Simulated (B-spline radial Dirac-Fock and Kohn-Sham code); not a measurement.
## Sc: input and output of one calculation

ΔSCF core binding energies without Breit or QED terms, calculated with a B-spline atomic structure program. Keys: rel is the Hamiltonian (dirac, or spin-free x2c and nr, where L3 and M5 stand for the whole 2p and 3d shells), method is hf or an exchange,correlation pair (spin-unpolarised, also for the hole states), nuc the nuclear model, radius_factor scales its radius, rmax is the box in bohr, h the logarithmic mesh step, order the B-spline order, points the quadrature points per cell, c_factor scales the speed of light, and damp, ndamp, maxit and tol steer the iteration. The run stops when the commutator error falls below 10·tol·max(1, Z/10), or the numerical noise floor, and the energy has settled to about 1e-8 Ha; the virial ratio is −V/T.

Input (task.json):

```json
{"items": [{"Z": 21, "q": 0, "cfg": [[1, 0, 2], [2, 0, 2], [2, 1, 6], [3, 0, 2], [3, 1, 6], [3, 2, 1], [4, 0, 2]], "A": 45, "rrms": 3.5459, "do": "settings", "holes": ["K", "L3", "M5"],
  "settings": [{"rel": "dirac", "method": "hf", "nuc": "fermi", "radius_factor": 1.0, "rmax": 45.0, "h": 0.3, "order": 4, "points": 10, "c_factor": 1.0, "maxit": 50, "damp": 0.5, "ndamp": 3, "tol": 1e-08}]}]}
```

Command: `python xray2_run.py task.json out`

Ground-state iterations:

```
iter   energy (Ha)        error
   1     -760.80133211  7.84e-01
   2     -762.85653938  1.48e-01
   3     -763.31704011  4.34e-02
   4     -763.36880494  1.59e-02
   5     -763.37573837  6.06e-03
   6     -763.37684580  1.59e-03
   7     -763.37694770  3.13e-04
   8     -763.37695271  3.70e-05
   9     -763.37695282  1.05e-05
  10     -763.37695283  1.32e-06
  11     -763.37695283  1.93e-07
```

The ground state converged in 11 iterations, with total energy -763.37695 Ha, virial ratio 1.99044 and highest orbital energy -5.75 eV. ΔSCF binding energies: K (1s) 4505.6 eV, L3 (2p3/2) 410.7 eV. Holes are computed only in closed shells, and unreliable hole states are left out.

Q: One setting is unsound. Which, and why?

A: order is too low for an accurate radial basis. With the default settings (Dirac Hartree-Fock): The ground state converged in 11 iterations, with total energy -763.37874 Ha, virial ratio 1.99044 and highest orbital energy -5.75 eV. ΔSCF binding energies: K (1s) 4505.6 eV, L3 (2p3/2) 410.7 eV. Holes are computed only in closed shells, and unreliable hole states are left out.
